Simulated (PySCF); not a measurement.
# Electronic structure of Te⁺ (tellurium, charge +1) at the UHF level

Configuration: [Kr] 4d10 5s1 5p4, high-spin 4P determinant (an excited configuration). Calculation: PySCF 2.14, in x2c-TZVPPall with one added diffuse shell each of s, p, d, f type (9s7p5d3f, 76 functions); the spin-free X2C one-electron Hamiltonian (Gaussian nucleus).

```
Total energy                                                  : -6790.228775 hartree
One-electron energy                                           : -9299.9726 hartree
Hartree (Coulomb) energy                                      : 2684.3805 hartree
Exchange energy                                               : -174.6368 hartree
⟨S²⟩                                                          : 3.7652
⟨L²⟩                                                          : 2.021
Sum of ⟨r⟩                                                    : 34.53 bohr
Sum of ⟨r²⟩                                                   : 51.78 bohr²
Traceless quadrupole moment −½Σ⟨3z² − r²⟩ along its main axis : -2.78 e·bohr²
Langevin diamagnetic susceptibility                           : -41.0 ×10⁻⁶ cm³/mol
```

```tsv
shell	electrons	mean orbital energy (hartree)	spread (hartree)	rms radius, mean of both spins (bohr)
1s α	1	-1175.30479	0	0.0318
1s β	1	-1175.29441	0	0.0318
2s α	1	-184.12876	0	0.130
2s β	1	-184.12213	0	0.130
2p α	3	-165.18722	0.00267	0.116
2p β	3	-165.18175	0.00140	0.116
3s α	1	-38.49095	0	0.343
3s β	1	-38.47565	0	0.343
3p α	3	-32.17022	0.00681	0.343
3p β	3	-32.15852	0.00025	0.343
3d α	5	-22.57061	0.00566	0.322
3d β	5	-22.56669	0.00393	0.322
4s α	1	-7.50383	0	0.815
4s β	1	-7.46728	0	0.815
4p α	3	-5.45034	0.01699	0.876
4p β	3	-5.42503	0.00013	0.876
4d α	5	-2.34718	0.01925	1.04
4d β	5	-2.32480	0.01024	1.04
5s α	1	-1.21220	0	2.18
5p α	3	-0.72362	0.05123	2.65
5p β	1	-0.54851	0	2.65
```

Densities and radii are taken from the X2C orbitals without a picture-change correction, which distorts them close to the nucleus.

Spin-orbit constants ζ (cm⁻¹) from the X2C one-electron operator on these orbitals: bare nucleus, nucleus screened by l(l+1)(2l+1)/3 electrons, and screened by the Breit-Pauli mean field of the electrons.

```json
{"shell": "2p", "bare": "1462000", "screened nucleus": "1406000", "mean field": "1381000"}
{"shell": "3p", "bare": "276600", "screened nucleus": "266000", "mean field": "260700"}
{"shell": "3d", "bare": "41900", "screened nucleus": "33840", "mean field": "32530"}
{"shell": "4p", "bare": "49570", "screened nucleus": "47670", "mean field": "46620"}
{"shell": "4d", "bare": "5548", "screened nucleus": "4481", "mean field": "4231"}
{"shell": "5p", "bare": "4853", "screened nucleus": "4667", "mean field": "4554"}
```

To first order the Landé constant is A = -1518 cm⁻¹, so the lowest level has J = 5/2 and lies 0.282 eV below the centre of the term. This holds in LS coupling only.
